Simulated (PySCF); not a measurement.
## Mayer bond orders and bond lengths

C₂H₁₁AlS₂Si.
Numbering: `[CH3:1][S+:2]([CH3:3])[AlH2-:4][S:5][SiH3:6]` (hydrogens: H7, H8, H9 on C1; H10, H11, H12 on C3; H13, H14 on Al4; H15, H16, H17 on Si6)

Geometry (PBE0-D3(BJ)/def2-SVP, Å), atoms numbered from 1 in this order:
```
atom  x, y, z in Å
C1    -0.7604   -1.6487   -0.3269
S2    -1.6547   -0.1579   -0.8106
C3    -2.4049    0.3113    0.7637
Al4    0.1409    1.5131   -0.9693
S5     1.1438    1.1830    1.0207
Si6    2.8680    0.1104    0.3561
H7    -0.0963   -1.4165    0.5182
H8    -1.4780   -2.4393   -0.0697
H9    -0.1610   -1.9589   -1.1931
H10   -3.1421   -0.4483    1.0569
H11   -1.6235    0.4239    1.5298
H12   -2.9100    1.2730    0.6026
H13   -0.7805    2.8112   -1.0260
H14    0.9595    0.9377   -2.2129
H15    2.5043   -1.1697   -0.3325
H16    3.7066    0.9153   -0.5813
H17    3.6804   -0.2280    1.5630
```

Bond orders from the PBE0/pcSseg-1 density (PySCF). Geometry: PBE0-D3(BJ)/def2-SVP, one conformer, isolated molecule.

Task: How far do the computed orders between heavy atoms stray from the drawn ones?

Result: The largest departure is 0.639, at S2–Al4 (drawn single, 0.361). Drawn single, order below 0.88: S2–Al4 (0.361) and Al4–S5 (0.779). The SMILES, with its formal charges, is one Lewis structure only.

Task: Set the Mayer orders of the bonds beside their lengths.

Result: 
| bond | drawn as | length (Å) | Mayer order |
| --- | --- | --- | --- |
| C1–S2 | single | 1.804 | 0.972 |
| S2–C3 | single | 1.806 | 0.969 |
| S2–Al4 | single | 2.458 | 0.361 |
| Al4–S5 | single | 2.253 | 0.779 |
| S5–Si6 | single | 2.137 | 0.992 |
| C1–H7 | single | 1.100 | 0.926 |
| C1–H8 | single | 1.098 | 0.948 |
| C1–H9 | single | 1.098 | 0.944 |
| C3–H10 | single | 1.098 | 0.947 |
| C3–H11 | single | 1.100 | 0.931 |
| C3–H12 | single | 1.098 | 0.945 |
| Al4–H13 | single | 1.593 | 0.912 |
| Al4–H14 | single | 1.596 | 0.890 |
| Si6–H15 | single | 1.498 | 0.899 |
| Si6–H16 | single | 1.493 | 0.927 |
| Si6–H17 | single | 1.494 | 0.937 |

By pair of heavy elements: C–S: all 2 within 0.02 of one another (0.969 to 0.972). Al–S: lowest S2–Al4 (0.361, 2.458 Å), highest Al4–S5 (0.779, 2.253 Å).

Task: Sum the orders of all bonds at each heavy atom with more than one neighbour and set the sums beside the valence in the SMILES.

Result: C1 3.790 (drawn 4), S2 2.302 (drawn 3), C3 3.792 (drawn 4), Al4 2.942 (drawn 4), S5 1.771 (drawn 2), Si6 3.755 (drawn 4). Orders between atoms that aren't bonded are not in these sums.

The Mayer order sums products of elements of PS (density times overlap matrix) between the two atoms' basis functions, so it depends on the basis set.

The run behind these numbers computed NMR shieldings as well. The run took 28 s wall on Arm Neoverse V1, one thread, on a shared host.
